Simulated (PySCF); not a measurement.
# indene: calculation against experiment

**Measured values to compare with.**

From NIST CCCBDB Release 22 (SRD 101), experimental dipoles, for the gas: dipole moment (vibrational ground state) 0.62 ± 0.02 D.

The results are set against them at the end.

Compound: indene, C9H8.
Atom-mapped SMILES: `[CH:1]1=[CH:2][c:3]2[cH:4][cH:5][cH:6][cH:7][c:8]2[CH2:9]1` (hydrogens: H10 on C1; H11 on C2; H12 on C4; H13 on C5; H14 on C6; H15 on C7; H16, H17 on C9)

Cartesian coordinates in Å at the GFN2-xTB level; atoms count from 1:
```
atom  x, y, z in Å
C1    -2.324    0.465    0.156
C2    -1.374    1.399    0.266
C3    -0.069    0.782    0.122
C4     1.206    1.321    0.163
C5     2.287    0.472   -0.007
C6     2.100   -0.887   -0.216
C7     0.823   -1.433   -0.257
C8    -0.257   -0.594   -0.086
C9    -1.725   -0.890   -0.077
H10   -3.387    0.617    0.219
H11   -1.520    2.451    0.434
H12    1.354    2.379    0.324
H13    3.291    0.870    0.024
H14    2.958   -1.529   -0.349
H15    0.685   -2.492   -0.419
H16   -2.061   -1.324   -1.022
H17   -1.995   -1.593    0.715
```

Runs made with PySCF (gas phase, on this GFN2-xTB geometry; no spin–orbit coupling):

| level | job | basis functions | wall time |
| --- | --- | --- | --- |
| PBE0/pcSseg-1 | shieldings, ring-centre shieldings, charges and field gradients | 193 | 29 s |
| PBE0/def2-SVPD | 6 singlets by full TDDFT, 2 Tamm–Dancoff triplets, polarisability | 244 | 47 s |
| PBE/ANO-RCC-VDZP, energy threshold 1e-06 Eh, damping 0.3 at the start, DIIS from the seventh cycle | spin–spin couplings from 8 perturbed nuclei, spin–dipole term left out | 166 | 1.9 min |

Hardware: Arm Neoverse V1, one thread, on a shared host.

Results beside the measurements:

**Dipole moment.** Measured: 0.62 D (NIST CCCBDB Release 22 (SRD 101), experimental dipoles).

```
           level  computed (D)  computed − measured (D)  % (from the printed values)
   PBE0/pcSseg-1          0.75                    +0.13                          +21
  PBE0/def2-SVPD          0.74                    +0.12                          +19
PBE/ANO-RCC-VDZP          0.77                    +0.15                          +24
```

Closest is PBE0/def2-SVPD (+0.12 D), furthest PBE/ANO-RCC-VDZP (+0.15 D); one molecule doesn't rank methods. All 3 levels lie above the measurement. The computed dipoles belong to one fixed geometry; measured ones are averaged over vibrations unless marked μe. Magnitudes are compared, not signs.

The geometry is computed, not the measured one. Where a level misses, the cause wasn't examined.
